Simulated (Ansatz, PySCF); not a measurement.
Gas-phase reaction (SMILES): O=BCl + [H][H] (H2) -> B=O (HBO) + Cl (HCl); hydrogen cleaves one B-Cl bond, a model of a ligand-exchange step.

Each molecule is optimised on its own at B3LYP-D3(BJ)/def2-TZVP (Ansatz, an electronic-structure program). Cores are frozen in the correlated levels unless marked. Spin-orbit coupling is left out. No relativistic terms. Basis-set limits of correlation are two-point, X^-3; Hartree-Fock from the larger set. Thermal terms are rigid-rotor harmonic-oscillator values from B3LYP-D3(BJ) frequencies (PySCF) at 298.15 K and 1 atm. 1 Eh = 627.5095 kcal/mol.

```csv
species,"E, CCSD(T)/CBS(aug-cc-pV(T+d)Z,aug-cc-pV(Q+d)Z) (Ansatz) (Eh)","E, B3LYP-D3(BJ)/def2-TZVPD (Ansatz + dftd3) (Eh)",H - E (Eh),G - E (Eh)
O=BCl,-559.81557,-560.43062,0.01207,-0.01477
[H][H] (H2),-1.17444,-1.17983,0.01336,-0.00144
B=O (HBO),-100.60028,-100.75985,0.01790,-0.00509
Cl (HCl),-460.37804,-460.83744,0.01000,-0.01120
```

Problem. Work out ΔE and ΔH, ΔG, ΔS and the equilibrium constant at 298.15 K at the first level, then ΔH at the second.

Solution. 
1. ΔE = [(-100.60028) + (-460.37804)] - [(-559.81557) + (-1.17444)] = 0.01169 Eh = 7.3 kcal/mol at CCSD(T)/CBS(aug-cc-pV(T+d)Z,aug-cc-pV(Q+d)Z).
2. The terms H - E add up to 0.00247 Eh, so ΔH = (0.01169 + (0.00247))×627.5095 = 8.9 kcal/mol.
3. The terms G - E add up to -0.00008 Eh, so ΔG = 7.3 kcal/mol, and ΔS = (0.00247 - (-0.00008))×627509.5/298.15 = 5.4 cal/(mol K).
4. log10 K = -ΔG/(RT ln 10) = -5.4, with RT ln 10 = 1.3642 kcal/mol.
5. At B3LYP-D3(BJ)/def2-TZVPD the same steps give ΔE = 8.3 and ΔH = 9.8 kcal/mol, a shift of +0.9 from the first level.
6. These values are not checked against measurement here, since the tables used lack a sound gas-phase enthalpy of formation for at least one species.
